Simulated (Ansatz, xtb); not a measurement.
C5H7NOS: which of two isomers lies lower

Structure X: `CC(=O)/C=C/C(N)=S`, a singlet. Structure Y: `CC(=O)/C=C\C(N)=S`, a singlet. Both are isolated molecules in the gas phase, relaxed with r2SCAN-D4/def2-SVP; the shapes shown needn't be the lowest conformers.

X (Å):

```csv
atom,x (Å),y (Å),z (Å)
C,0.9595,-1.4885,-3.0193
C,0.3914,-0.2285,-2.4168
C,0.3835,-0.1660,-0.9255
C,-0.1037,0.9149,-0.2888
C,-0.1589,1.0771,1.1755
N,-0.6793,2.2615,1.5683
O,-0.0356,0.6880,-3.0971
S,0.3591,-0.0672,2.2629
H,0.4073,-2.3684,-2.6488
H,2.0064,-1.6205,-2.6976
H,0.9069,-1.4441,-4.1142
H,0.7739,-1.0034,-0.3345
H,-0.4856,1.7314,-0.9188
H,-0.9917,2.9561,0.8991
H,-0.7545,2.4585,2.5600
```

Y (Å):

```xyz
15

C     0.2661   -1.3260   -1.7305
C     0.0140    0.0586   -1.1875
C    -1.2277    0.2010   -0.3958
C    -1.7852    1.2702    0.2396
C    -1.3842    2.6847    0.3873
N    -0.2456    3.1005   -0.1775
O     0.8134    0.9634   -1.4163
S    -2.4010    3.6822    1.2661
H     0.3177   -2.0552   -0.9051
H     1.2031   -1.3388   -2.3003
H    -0.5708   -1.6403   -2.3759
H    -1.7980   -0.7318   -0.3104
H    -2.7292    1.0788    0.7581
H     0.3416    2.4408   -0.7136
H     0.0038    4.0766   -0.0612
```

Q: Which of the two would you expect CCSD(T)/def2-SVP + ΔMP2/def2-TZVPP electronic energies to favour?

A: CCSD(T)/def2-SVP + ΔMP2/def2-TZVPP gives E(Y) − E(X) = +0.35 kcal/mol, slightly favouring structure X, which is too small a margin to settle the true order.

The same difference at several levels:

```json
{"level": "GFN2-xTB", "geometry": "GFN2-xTB", "E(Y) − E(X) (kcal/mol)": "−1.04", "departure from the last row (kcal/mol)": "−1.39", "job, with rough time for the two": "optimisation, 0.3 s"}
{"level": "HF/STO-3G", "geometry": "GFN2-xTB", "E(Y) − E(X) (kcal/mol)": "+2.41", "departure from the last row (kcal/mol)": "+2.06", "job, with rough time for the two": "single point, 0.68 s"}
{"level": "r2SCAN-D4/def2-SVP//GFN2-xTB", "geometry": "GFN2-xTB", "E(Y) − E(X) (kcal/mol)": "−1.66", "departure from the last row (kcal/mol)": "−2.01", "job, with rough time for the two": "single point, 8.1 s"}
{"level": "r2SCAN-D4/def2-SVP", "geometry": "r2SCAN-D4/def2-SVP", "E(Y) − E(X) (kcal/mol)": "−1.37", "departure from the last row (kcal/mol)": "−1.72", "job, with rough time for the two": "optimisation, 2.5 min"}
{"level": "HF/def2-SVP", "geometry": "r2SCAN-D4/def2-SVP", "E(Y) − E(X) (kcal/mol)": "+3.53", "departure from the last row (kcal/mol)": "+3.18", "job, with rough time for the two": "part of the CCSD(T) run"}
{"level": "MP2/def2-SVP", "geometry": "r2SCAN-D4/def2-SVP", "E(Y) − E(X) (kcal/mol)": "+0.70", "departure from the last row (kcal/mol)": "+0.35", "job, with rough time for the two": "part of the CCSD(T) run"}
{"level": "CCSD(T)/def2-SVP", "geometry": "r2SCAN-D4/def2-SVP", "E(Y) − E(X) (kcal/mol)": "+0.86", "departure from the last row (kcal/mol)": "+0.51", "job, with rough time for the two": "single point"}
{"level": "CCSD(T)/def2-SVP + ΔMP2/def2-TZVPP", "geometry": "r2SCAN-D4/def2-SVP", "E(Y) − E(X) (kcal/mol)": "+0.35", "departure from the last row (kcal/mol)": "", "job, with rough time for the two": "single point, 3.9 min"}
```

As drawn, both hold the same kinds of bond in the same numbers.

The largest departure from CCSD(T)/def2-SVP + ΔMP2/def2-TZVPP is that of HF/def2-SVP, 3.18 kcal/mol. The last row adds to CCSD(T) the change of the MP2 difference between the two basis sets, here −0.51 kcal/mol.

With thermal terms from frequencies at re-optimised GFN2-xTB minima (ideal gas, soft modes damped towards free rotors, one conformer each, 298.15 K, 1 atm): the zero-point term adds +0.61 kcal/mol; ΔH is +0.57 and ΔG +1.56 kcal/mol.

The correlated steps freeze 12 core orbitals. Codes used: Ansatz 0.2.0, xtb 6.7.1; the last row on 2 threads of Arm Neoverse V2 on a shared host.
